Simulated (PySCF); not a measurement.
Geometry:
```
atom   x (Å)   y (Å)   z (Å)
  C1  -3.246   2.196  -0.702
  C2  -2.268   1.601  -0.343
  C3  -1.095   0.899   0.034
  C4  -0.808   0.634   1.312
  C5  -0.196   0.550  -1.076
  N6   0.603  -0.415  -1.154
 Si7   1.109  -1.753  -0.224
  P8   2.838  -1.007   1.010
  H9  -4.108   2.716  -0.999
 H10   0.116   0.151   1.585
 H11  -1.465   0.931   2.112
 H12  -0.256   1.225  -1.935
 H13   1.496  -2.712  -1.260
 H14   0.196  -2.371   0.749
 H15   3.548  -2.188   0.928
 H16   3.527  -0.448  -0.049
```

Theory: PBE0/pcSseg-1 with gauge-including orbitals, coordinates at the GFN2-xTB level, in PySCF 2.14.0 with density-fitted response routines (one computed conformer, averaged over atoms made equivalent by symmetry, fast rotation or ring inversion, in vacuum, relativity neglected).

Referencing at the same level of theory: $^{13}$C (σref 186.93), $^{1}$H (σref 31.72), $^{29}$Si (σref 349.16) against TMS; NH3 for $^{15}$N (σref 267.73); $^{31}$P (σref 318.38) against H3PO4.

```csv
atoms,nucleus,count,δ (ppm)
H15/H16,$^{1}$H,2,?
C3,$^{13}$C,1,133.3
P8,$^{31}$P,1,-309.2
Si7,$^{29}$Si,1,-53.7
H9,$^{1}$H,1,2.83
C1,$^{13}$C,1,90.4
C2,$^{13}$C,1,86.4
H13/H14,$^{1}$H,2,5.75
C4,$^{13}$C,1,140.1
H11,$^{1}$H,1,6.27
C5,$^{13}$C,1,176.4
H12,$^{1}$H,1,?
H10,$^{1}$H,1,?
N6,$^{15}$N,1,?
```

Complete the table.

Results:


- H12: 8.87 ppm, hydrogen on a C=N carbon
- H10: 6.28 ppm, hydrogen on a terminal =CH2 carbon; attached to an sp2 carbon and in the plane of the double bond
- H15/H16: 1.15 ppm, hydrogen on a phosphorus bonded to Si
- N6: 373.6 ppm, imine nitrogen

Shifts are as computed. Against solution values, carbons near 30 ppm lie about +3 ppm off and those near 130 ppm about +5 ppm. Of 1309 compounds with measured shifts, 239 miss one by over three times the rms of a fit or turn the order of signals round; such compounds aren't used in these exercises. Experimental scales use liquid or dissolved standards, which lie at an offset from isolated NH3 (liquid NH3: subtract about 20 ppm) and H3PO4. Unscaled 15N shifts of sp2 nitrogen come out 20 to 40 ppm too high even then.
